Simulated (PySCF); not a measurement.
Optical rotation: `CC1=CC[C@@H](C)[Si@H]1O`, C6H12OSi

Molfile (atoms numbered from 1):
```
C6H12OSi
     RDKit          3D

 20 20  0  0  0  0  0  0  0  0999 V2000
    2.9213    0.1255   -0.0465 C   0  0  0  0  0  0  0  0  0  0  0  0
    1.4446    0.1570    0.1610 C   0  0  0  0  0  0  0  0  0  0  0  0
    0.8041    1.0592    0.9003 C   0  0  0  0  0  0  0  0  0  0  0  0
   -0.6896    1.0018    1.0003 C   0  0  0  0  0  0  0  0  0  0  0  0
   -1.2096   -0.3489    0.4735 C   0  0  1  0  0  0  0  0  0  0  0  0
   -2.5469   -0.2063   -0.2428 C   0  0  0  0  0  0  0  0  0  0  0  0
    0.2209   -1.0561   -0.5816 Si  0  0  1  0  0  4  0  0  0  0  0  0
    0.1245   -0.7712   -2.1857 O   0  0  0  0  0  0  0  0  0  0  0  0
    3.1444    0.2114   -1.1088 H   0  0  0  0  0  0  0  0  0  0  0  0
    3.4162    0.9358    0.4864 H   0  0  0  0  0  0  0  0  0  0  0  0
    3.3279   -0.8247    0.2981 H   0  0  0  0  0  0  0  0  0  0  0  0
    1.3098    1.8654    1.4178 H   0  0  0  0  0  0  0  0  0  0  0  0
   -1.1050    1.8158    0.3966 H   0  0  0  0  0  0  0  0  0  0  0  0
   -1.0097    1.1795    2.0308 H   0  0  0  0  0  0  0  0  0  0  0  0
   -1.3650   -1.0025    1.3360 H   0  0  0  0  0  0  0  0  0  0  0  0
   -3.2912    0.2555    0.4059 H   0  0  0  0  0  0  0  0  0  0  0  0
   -2.9231   -1.1819   -0.5474 H   0  0  0  0  0  0  0  0  0  0  0  0
   -2.4417    0.4121   -1.1326 H   0  0  0  0  0  0  0  0  0  0  0  0
    0.4472   -2.4865   -0.3511 H   0  0  0  0  0  0  0  0  0  0  0  0
   -0.5843   -1.1301   -2.7132 H   0  0  0  0  0  0  0  0  0  0  0  0
  1  2  1  0
  2  3  2  0
  3  4  1  0
  4  5  1  0
  5  6  1  0
  5  7  1  0
  7  8  1  0
  7  2  1  0
  1  9  1  0
  1 10  1  0
  1 11  1  0
  3 12  1  0
  4 13  1  0
  4 14  1  0
  5 15  1  1
  6 16  1  0
  6 17  1  0
  6 18  1  0
  7 19  1  6
  8 20  1  0
M  END
```

Method: TDDFT B3LYP/def2-SVPD circular dichroism and optical rotation, one conformer, gas phase (PySCF). Geometry: GFN2-xTB.

The molecule is flexible and this is one conformer; a measurement averages over conformers. States above about 6.8 eV (minus the energy of the highest occupied orbital) lie near or above the ionisation threshold and depend on the basis.

Stereocentres: C5 R, Si7 R.

**Question.** What is the specific rotation at 633, 589.3, 546, 436, 405, 365, 355 nm?

**Answer.** [α] in deg dm⁻¹ (g/mL)⁻¹:
| λ (nm) | origin-invariant length gauge | modified velocity gauge | length gauge (centre of mass) | isotropic polarisability (au) |
| --- | --- | --- | --- | --- |
| 633 | +30.0 | +20.1 | +30.0 | 100.5 |
| 589.3 | +36.6 | +25.1 | +36.6 | 100.9 |
| 546 | +45.6 | +32.1 | +45.6 | 101.4 |
| 436 | +93.7 | +71.5 | +93.7 | 103.6 |
| 405 | +122.2 | +96.1 | +122.3 | 104.6 |
| 365 | +184.1 | +151.2 | +184.2 | 106.3 |
| 355 | +207.0 | +172.2 | +207.2 | 106.9 |

**Question.** And for the mirror image at 589.3 nm?

**Answer.** -36.6 deg dm⁻¹ (g/mL)⁻¹ (origin-invariant length gauge): the same size and the opposite sign.

**Question.** What is the molar rotation [Φ] = [α]·M/100 of the geometry above at 589.3 nm?

**Answer.** With M = 128.25 g/mol, +47.0 deg cm² dmol⁻¹ (origin-invariant length gauge).

The first excitation lies at 5.80 eV (214 nm) with R = +13.2 × 10⁻⁴⁰ esu² cm² (velocity form).
